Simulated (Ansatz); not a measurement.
Ansatz (a first-principles code) input (CCSD(T)/aug-cc-pV(D+d)Z):
A basis named .json is the Basis Set Exchange file of that set.

Ansatz 0.2 input:
```yaml
crystal:
  periodic: [false, false, false]
  atoms:
    - {symbol: Si, position_ang: [0.84394891, -0.21137922, 0.63542957]}
    - {symbol: H, position_ang: [2.06906816, -0.58134986, -0.13098070]}
    - {symbol: Cl, position_ang: [-0.81672664, 0.20827406, -0.51559020]}
basis:
  gaussian:
    orbitals: aug-cc-pV_D+d_Z.json
magnetization: {spin_polarized: true, initial_magnetization: 2}
correlation: {method: ccsd_t, electrons: outside_noble_gas}
output: {forces: true}
```

End of the output:

```
integrals: 0.08 GiB planned
731 factors; integrals over basis functions are off by at most 7.7e-4 eV
mean field: 0.22 GiB planned
mean field evaluation 1: about -20379.9965 eV, gradient 8.2e0 eV
mean field evaluation 2: about -20379.9978 eV, gradient 8.2e0 eV
mean field evaluation 4: about -20381.0414 eV, gradient 1.9e0 eV
mean field evaluation 8: about -20381.1279 eV, gradient 1.1e-1 eV
mean field evaluation 16: about -20381.1079 eV, gradient 7.2e-1 eV
mean field evaluation 32: about -20377.5676 eV, gradient 6.7e-2 eV
mean field -20381.12826316 eV, -748.9926488460 hartree, gradient 1.6e-6 eV, S^2 2.006336; 0 other end points of the search recorded, 0 dependent functions left out
10 core orbitals not correlated
reference -20381.12826316 eV, -748.9926488460 hartree; 7, 5 occupied and 56, 58 virtual orbitals, 731 factors
densities: 0.38 GiB planned
second order -5.86743134 eV of doubles, -0.00000000 eV of singles
coupled cluster: 0.28 GiB planned
cycle   1  -6.40166754 eV  change   -5.3e-1 eV  update   6.4e-2
cycle   2  -6.60587313 eV  change   -2.0e-1 eV  update   2.5e-2
cycle   3  -6.64302490 eV  change   -3.7e-2 eV  update   1.3e-2
cycle   4  -6.64147819 eV  change    1.5e-3 eV  update   5.7e-3
cycle   5  -6.64203545 eV  change   -5.6e-4 eV  update   2.2e-3
cycle   6  -6.64257680 eV  change   -5.4e-4 eV  update   8.8e-4
cycle   7  -6.64272894 eV  change   -1.5e-4 eV  update   3.9e-4
cycle   8  -6.64275403 eV  change   -2.5e-5 eV  update   1.4e-4
cycle   9  -6.64273997 eV  change    1.4e-5 eV  update   5.0e-5
cycle  10  -6.64273338 eV  change    6.6e-6 eV  update   1.6e-5
cycle  11  -6.64273414 eV  change   -7.7e-7 eV  update   5.5e-6
cycle  12  -6.64273305 eV  change    1.1e-6 eV  update   1.9e-6
perturbative correction -0.21007056 eV, -0.0077199508 hartree
the calculation of the forces begins
Total energy: -20387.98106677 eV, -749.2444847337 hartree
Atom 0 at     0.843949    -0.211379     0.635430 Å, force     0.293537    -0.072826     0.239597 eV/Å
Atom 1 at     2.069068    -0.581350    -0.130981 Å, force     0.054193    -0.015606    -0.013577 eV/Å
Atom 2 at    -0.816727     0.208274    -0.515590 Å, force    -0.347730     0.088432    -0.226019 eV/Å
Dipole moment:     0.173650    -0.044129     0.113732 e Å
```

This is an excited triplet: at this geometry the singlet lies 1.19 eV lower at CCSD(T)/CBS(aug-cc-pV(T+d)Z,aug-cc-pV(Q+d)Z).
